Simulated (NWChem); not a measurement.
System: phosphorus nitride (PN); SMILES N#P

Output (shortened):

```
             Northwest Computational Chemistry Package (NWChem) 7.3.0
             --------------------------------------------------------

                             Geometry "geometry" -> ""
                             -------------------------

 Output coordinates in angstroms (scale by  1.889725989 to convert to a.u.)

  No.       Tag          Charge          X              Y              Z
 ---- ---------------- ---------- -------------- -------------- --------------
    1 N                    7.0000     0.00000000     0.00000000     1.01257000
    2 P                   15.0000     0.00000000     0.00000000    -0.48223700

 Effective nuclear repulsion energy (a.u.)      37.1710937566

  xc_inp: hfexch multiplicative factor not found.
                              NWChem Property Module
                              ----------------------

                                 NWChem DFT Module
                                 -----------------

 Summary of "ao basis" -> "ao basis" (spherical)
 ------------------------------------------------------------------------------
       Tag                 Description            Shells   Functions and Types
 ---------------- ------------------------------  ------  ---------------------
 N                          def2-svp                 6       14   3s2p1d
 P                          def2-svp                 8       18   4s3p1d

            General Information
            -------------------
          SCF calculation type: DFT
          Wavefunction type:  closed shell.
          No. of atoms     :     2
          No. of electrons :    22
           Alpha electrons :    11
            Beta electrons :    11
          Charge           :     0
          Spin multiplicity:     1
          Use of symmetry is: off; symmetry adaption is: off
          Maximum number of iterations: 150
          AO basis - number of functions:    32
                     number of shells:    14
          Convergence on energy requested:  1.00D-06
          Convergence on density requested:  1.00D-05
          Convergence on gradient requested:  5.00D-04

              XC Information
              --------------
                     Hartree-Fock (Exact) Exchange  1.000

      Superposition of Atomic Density Guess
      -------------------------------------

 Sum of atomic energies:        -394.78184192

      Non-variational initial energy
      ------------------------------

 Total energy =    -394.977782
 1-e energy   =    -618.814934
 2-e energy   =     186.666058
 HOMO         =      -0.341332
 LUMO         =      -0.046439

   convergence    iter        energy       DeltaE   RMS-Dens  Diis-err
 ---------------- ----- ----------------- --------- --------- ---------
 d= 0,ls=0.0,diis     1   -394.9124749500 -4.32D+02  2.75D-02  4.66D-01
 d= 0,ls=0.0,diis     2   -394.8938154522  1.87D-02  1.59D-02  6.96D-01
 d= 0,ls=0.0,diis     3   -394.9829512642 -8.91D-02  2.62D-03  2.58D-03
 d= 0,ls=0.0,diis     4   -394.9837206415 -7.69D-04  1.02D-03  4.61D-04
 d= 0,ls=0.0,diis     5   -394.9838484185 -1.28D-04  4.27D-04  4.63D-05
  Resetting Diis
 d= 0,ls=0.0,diis     6   -394.9838646581 -1.62D-05  1.17D-04  3.41D-06
 d= 0,ls=0.0,diis     7   -394.9838657210 -1.06D-06  1.33D-05  8.43D-08
 d= 0,ls=0.0,diis     8   -394.9838657329 -1.20D-08  4.82D-06  3.77D-08

         Total DFT energy =     -394.983865732930
      One electron energy =     -619.172550128372
           Coulomb energy =      216.126784314981
    Exchange-Corr. energy =      -29.109193676103
 Nuclear repulsion energy =       37.171093756564

 Numeric. integr. density =        0.000000000000

                       DFT Final Molecular Orbital Analysis
                       ------------------------------------

 Vector    9  Occ=2.000000D+00  E=-4.828904D-01
              MO Center=  5.3D-15,  1.2D-15,  3.0D-01, r^2= 2.1D+00
   Bfn.  Coefficient  Atom+Function         Bfn.  Coefficient  Atom+Function
  ----- ------------  ---------------      ----- ------------  ---------------
     6      0.476272  1 N  pz                24      0.345332  2 P  pz
    18     -0.289659  2 P  s                  9     -0.279770  1 N  pz
    27      0.264357  2 P  pz                 3     -0.252753  1 N  s
    21     -0.184702  2 P  pz                17     -0.135736  2 P  s
     2     -0.109554  1 N  s                 16     -0.103931  2 P  s

 Vector   10  Occ=2.000000D+00  E=-4.414173D-01
              MO Center= -3.6D-15, -8.4D-17,  4.0D-01, r^2= 1.5D+00
   Bfn.  Coefficient  Atom+Function         Bfn.  Coefficient  Atom+Function
  ----- ------------  ---------------      ----- ------------  ---------------
     4      0.415179  1 N  px                25     -0.359463  2 P  px
     7     -0.318318  1 N  px                22     -0.290241  2 P  px
    19      0.164268  2 P  px                31      0.087258  2 P  d  1
    13     -0.033322  1 N  d  1               5     -0.028912  1 N  py
    26      0.025032  2 P  py

 Vector   11  Occ=2.000000D+00  E=-4.414173D-01
              MO Center= -2.6D-16, -9.0D-16,  4.0D-01, r^2= 1.5D+00
   Bfn.  Coefficient  Atom+Function         Bfn.  Coefficient  Atom+Function
  ----- ------------  ---------------      ----- ------------  ---------------
     5      0.415179  1 N  py                26     -0.359463  2 P  py
     8     -0.318318  1 N  py                23     -0.290241  2 P  py
    20      0.164268  2 P  py                29     -0.087258  2 P  d -1
    11      0.033322  1 N  d -1               4      0.028912  1 N  px
    25     -0.025032  2 P  px

 Vector   12  Occ=0.000000D+00  E= 6.223064D-02
              MO Center=  4.3D-15,  2.0D-14, -8.7D-02, r^2= 2.3D+00
   Bfn.  Coefficient  Atom+Function         Bfn.  Coefficient  Atom+Function
  ----- ------------  ---------------      ----- ------------  ---------------
    26      0.735505  2 P  py                 8     -0.513045  1 N  py
     5      0.372121  1 N  py                23      0.256788  2 P  py
    20     -0.157692  2 P  py                29     -0.118133  2 P  d -1
    25     -0.098162  2 P  px                 7      0.068472  1 N  px
     4     -0.049664  1 N  px                22     -0.034272  2 P  px

 Vector   13  Occ=0.000000D+00  E= 6.223064D-02
              MO Center= -2.3D-15, -3.7D-16, -8.7D-02, r^2= 2.3D+00
   Bfn.  Coefficient  Atom+Function         Bfn.  Coefficient  Atom+Function
  ----- ------------  ---------------      ----- ------------  ---------------
    25      0.735505  2 P  px                 7     -0.513045  1 N  px
     4      0.372121  1 N  px                22      0.256788  2 P  px
    19     -0.157692  2 P  px                31      0.118133  2 P  d  1
    26      0.098162  2 P  py                 8     -0.068472  1 N  py
     5      0.049664  1 N  py                23      0.034272  2 P  py

 Vector   14  Occ=0.000000D+00  E= 2.202691D-01
              MO Center=  1.7D-16,  5.6D-17, -3.8D-01, r^2= 2.8D+00
   Bfn.  Coefficient  Atom+Function         Bfn.  Coefficient  Atom+Function
  ----- ------------  ---------------      ----- ------------  ---------------
    18     -1.713680  2 P  s                 27     -1.648590  2 P  pz
     3      1.622355  1 N  s                  9     -0.718738  1 N  pz
    17      0.257194  2 P  s                  6      0.172799  1 N  pz
    30      0.133274  2 P  d  0               2      0.130500  1 N  s
     1      0.093086  1 N  s                 24     -0.088874  2 P  pz

     Multipole analysis of the density
     ---------------------------------

     L   x y z        total         alpha         beta         nuclear
     -   - - -        -----         -----         ----         -------
     0   0 0 0     -0.000000    -11.000000    -11.000000     22.000000

     1   1 0 0     -0.000000     -0.000000     -0.000000      0.000000
     1   0 1 0     -0.000000     -0.000000     -0.000000      0.000000
     1   0 0 1     -1.166237     -0.445580     -0.445580     -0.275078

     2   2 0 0    -13.027952     -6.513976     -6.513976      0.000000
     2   1 1 0      0.000000      0.000000      0.000000      0.000000
     2   1 0 1      0.000000      0.000000      0.000000      0.000000
     2   0 2 0    -13.027952     -6.513976     -6.513976      0.000000
     2   0 1 1     -0.000000     -0.000000     -0.000000      0.000000
     2   0 0 2    -15.243781    -26.665258    -26.665258     38.086736

 *** CALLING NEW AORESP DRIVER FOR CLOSED AND OPEN SHELLS ***
 Entering AOResponse driver routine

--------------------------------------------------------------------------------

          -----------------------------------------------
          Solving response equations for perturbing field
          -----------------------------------------------

 number of frequencies:     1
 frequency in a.u.:  0.0000000E+00
 Perturbing field: electric
 Using El. Dipole Length Gauge

 Setting up CPKS with frequency omega =      0.00000000 a.u.

 STATIC response

                                NWChem CPHF Module
                                ------------------

  scftype          =     RHF
  nclosed          =       11
  nopen            =        0
  variables        =      231
  # of vectors     =        3
  tolerance        = 0.10D-03
  level shift      = 0.00D+00
  max iterations   =       50
  max subspace     =       30

 SCF residual:    1.5749491233383095E-004

[...]

 DFT Linear Response polarizability / au
 Frequency  =       0.0000000 / au
              X              Y              Z
 -----------------------------------------------
 X      14.7635821     -0.0000000     -0.0000000
 Y       0.0000000     14.7635821      0.0000000
 Z       0.0000000     -0.0000000     30.5929232
 -----------------------------------------------
 Eigenvalues =      14.7635821     14.7635821     30.5929232
 Isotropic   =      20.0400291
 Anisotropic =      15.8293411
 -----------------------------------------------

 Magnetic Dipole Response Matrix (nonzero elements):

 Exiting AOResponse driver routine
```

Level: Hartree-Fock/def2-SVP. Structure relaxed at the B3LYP/6-31G* (spherical d) level.

Write an input that gives this output.

This is not unique; one that fits is the input that was run:
```
start job
memory heap 200 mb stack 900 mb global 1100 mb
geometry units angstroms noautosym nocenter noautoz
  N      0.000000     0.000000     1.012570
  P      0.000000     0.000000    -0.482237
end
basis spherical
  * library def2-svp
end
dft
  xc hfexch
  iterations 150
end
property
  response 1 0.0
end
task dft property
```
